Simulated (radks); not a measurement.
S II, configuration [He] 2s2 2p5.5 3s2 3p3 4s0.5 (fractional occupations, a model configuration). Method: non-relativistic Kohn-Sham, PBE, spin-unpolarised, spherical densities, point nucleus; computed with a radial shooting solver on a logarithmic mesh with Libxc functionals.

Normalised radial functions P(r) = r R(r), r in bohr:

| r | 2p | 4p |
|---|---|---|
| 0.01081 | 0.0142 | 0.0015 |
| 0.01625 | 0.0307 | 0.0032 |
| 0.02464 | 0.0660 | 0.0069 |
| 0.03705 | 0.1356 | 0.0141 |
| 0.05616 | 0.2693 | 0.0280 |
| 0.08446 | 0.4934 | 0.0509 |
| 0.128 | 0.8288 | 0.0841 |
| 0.1925 | 1.2035 | 0.1170 |
| 0.2919 | 1.4529 | 0.1237 |
| 0.4389 | 1.3463 | 0.0659 |
| 0.6653 | 0.8655 | -0.0686 |
| 1 | 0.3434 | -0.2052 |
| 1.517 | 0.0668 | -0.2023 |
| 2.281 | 0.0049 | 0.0289 |
| 3.457 | 0.0001 | 0.3540 |
| 5.199 | 0.0000 | 0.4766 |
| 7.881 | 0.0000 | 0.2855 |
| 11.85 | 0.0000 | 0.0655 |
| 17.97 | 0.0000 | 0.0039 |

2p: eigenvalue -183.55 eV, 0 radial nodes, <r> = 0.435 bohr, 90 % of the charge inside 0.722 bohr. 4p (empty): eigenvalue -4.571 eV, 2 radial nodes at r = 0.550, 2.20 bohr, <r> = 5.55 bohr, 90 % of the charge inside 8.11 bohr.
